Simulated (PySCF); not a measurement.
Ions at one geometry of [Lu(CO)]3+

PySCF 2.14.0, RKS PBE0, Lu def2-SVP with ECP28, C def2-SVP, O def2-SVP; non-relativistic Hamiltonian with scalar-relativistic core potentials where named; density fitting; no spin-orbit coupling; singlets restricted, open shells unrestricted. The geometry is relaxed for charge +3, singlet, vacuum:

```xyz
3

Lu    0.0000    0.0000   -0.4872
C     0.0000    0.0000    1.9553
O     0.0000    0.0000    3.0654
```

Energies count from the relaxed state; an electron taken off or put on is at rest in vacuum. Charges and spins are Mulliken's.

| state | energy (eV) | spin squared | charge on Lu1 (e) | spin on Lu1 (e) | dipole about the centre of mass (D) |
| --- | --- | --- | --- | --- | --- |
| charge +3, singlet, vacuum | 0.00 | 0.00 | 2.61 | 0.00 | 0.86 |
| charge +4, doublet, vacuum | 32.82 | 0.75 | 2.84 | 0.00 | 9.41 |

Problem. What does the state charge +2, doublet, vacuum give?

Solution. energy (eV) -18.93, spin squared 0.75, charge on Lu1 (e) 1.80, spin on Lu1 (e) 0.93, dipole about the centre of mass (D) 2.02.

With an electron taken off (doublet) the charges change, summed by element, by Lu +0.23 e, C +0.38 e, O +0.39 e. The vertical ionisation energy is 32.82 eV, against −ε(HOMO) = 29.54 eV of the relaxed state. The level lies 3.3 eV too high, as is usual for semilocal functionals and global hybrids, which keep a self-interaction error.

With an electron put on (doublet) the charges change, summed by element, by Lu -0.81 e, C -0.05 e, O -0.14 e. The vertical electron affinity is 18.93 eV, against −ε(LUMO) = 21.72 eV of the relaxed state.

Open shells may have lower solutions than those found.
